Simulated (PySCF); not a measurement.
**Hf³⁺ (hafnium, charge +3) across methods**

[Xe] 4f14 5d1, 2D determinant. Calculation: PySCF 2.14, in def2-QZVPPD with the def2 core potential (60 electrons); scalar relativity through the core potential. The B2PLYP total includes its PT2 part (frozen core); its orbital energies are those of the SCF part.

```csv
method,E (hartree),mean ε 5p α (eV),mean ε 5p β (eV),mean ε 5d α (eV),Σ⟨r²⟩ (bohr²),⟨S²⟩
LDA,-46.0909,-60.639,-59.997,-27.552,19.93,0.750
PBE,-46.2600,-60.775,-60.118,-27.724,19.78,0.750
PW91,-46.2813,-60.854,-60.196,-27.788,19.78,0.750
r2SCANh,-46.2676,-62.501,-61.622,-28.435,19.71,0.751
B2PLYP,-46.1159,-65.441,-64.312,-30.326,19.81,0.751
PBE0,-46.2473,-63.147,-62.276,-29.085,19.75,0.751
CAM-B3LYP,-46.2120,-64.643,-63.784,-30.470,19.82,0.751
UHF,-45.88911,-69.197,-67.582,-32.431,19.82,0.752
```

Question: Estimate the same row for r2SCAN.

Answer: E (hartree) = -46.2797; mean ε 5p α (eV) = -61.681; mean ε 5p β (eV) = -60.868; mean ε 5d α (eV) = -27.905; Σ⟨r²⟩ (bohr²) = 19.71; ⟨S²⟩ = 0.751.

Energies and moments cover only the electrons outside the core potential. Spin-orbit coupling, absent here, splits the open shell strongly.
